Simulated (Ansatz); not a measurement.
Input for Ansatz (a first-principles code): R-CCSD(T)/def2-TZVPP on BrH3SiSn (SMILES [SiH3][Sn][Br]), a point of a torsion scan. Elements past Kr take the def2 small-core potentials; no spin–orbit coupling. The run froze 28 orbitals, filled d shells among them.

Ansatz 0.2 input:
```yaml
crystal:
  periodic: [false, false, false]
  atoms:
    - {symbol: Si, position_ang: [-0.74807583, 0.04242049, 0.01154900]}
    - {symbol: Sn, position_ang: [1.52556440, 1.38190842, -0.16153120]}
    - {symbol: Br, position_ang: [2.79696187, -0.10495007, 1.45119222]}
    - {symbol: H, position_ang: [-1.10326524, -0.42773814, 1.36199006]}
    - {symbol: H, position_ang: [-1.93830458, 0.79234773, -0.43925857]}
    - {symbol: H, position_ang: [-0.75650671, -1.17426262, -0.82592064]}
basis:
  gaussian:
    orbitals: def2-TZVPP
magnetization: {spin_polarized: false}
correlation: {method: ccsd_t, electrons: outside_noble_gas}
scf: {lower_state_search: off}
```

It printed:

```
WARN ansatz: RAYON_NUM_THREADS=1 ignored (pool sized by the plan → 1); use --threads N
Functional definition: HF
these checks for a lower state are left out or cut short: stability, starts, cluster_reference, orbital_swaps, neighbouring_geometries, increment
integrals: 0.61 GiB planned
1271 factors; integrals over basis functions are off by at most 7.6e-4 eV
mean field: 0.70 GiB planned
mean field evaluation 1: about -83714.3096 eV, gradient 1.6e1 eV
mean field evaluation 2: about -83714.4371 eV, gradient 1.7e1 eV
mean field evaluation 4: about -83715.9510 eV, gradient 2.8e0 eV
mean field evaluation 8: about -83716.0060 eV, gradient 2.1e-1 eV
mean field -83716.00656184 eV, -3076.5064964002 hartree, gradient 2.4e-6 eV, S^2 0.000000; 0 other end points of the search recorded, 0 dependent functions left out
28 core orbitals not correlated
reference -83716.00656184 eV, -3076.5064964002 hartree; 9, 9 occupied and 145, 145 virtual orbitals, 1271 factors
second order -9.95056039 eV of doubles, -0.00000000 eV of singles
coupled cluster: 1.52 GiB planned
cycle   1  -10.87182444 eV  change   -9.2e-1 eV  update   8.9e-2
cycle   2  -11.22413711 eV  change   -3.5e-1 eV  update   3.1e-2
cycle   3  -11.28338677 eV  change   -5.9e-2 eV  update   1.6e-2
cycle   4  -11.27624079 eV  change    7.1e-3 eV  update   5.1e-3
cycle   5  -11.27408189 eV  change    2.2e-3 eV  update   1.9e-3
cycle   6  -11.27416297 eV  change   -8.1e-5 eV  update   7.2e-4
cycle   7  -11.27417971 eV  change   -1.7e-5 eV  update   2.7e-4
cycle   8  -11.27424719 eV  change   -6.7e-5 eV  update   1.1e-4
cycle   9  -11.27424662 eV  change    5.8e-7 eV  update   4.0e-5
cycle  10  -11.27422688 eV  change    2.0e-5 eV  update   1.7e-5
perturbative correction -0.45163529 eV, -0.0165972907 hartree
Total energy: -83727.73242400 eV, -3076.9374138866 hartree
Checks for a lower state left out: stability, starts, cluster_reference, orbital_swaps, neighbouring_geometries, increment
```

Self-consistency was reached.

Cost: roughly 19 core-seconds.
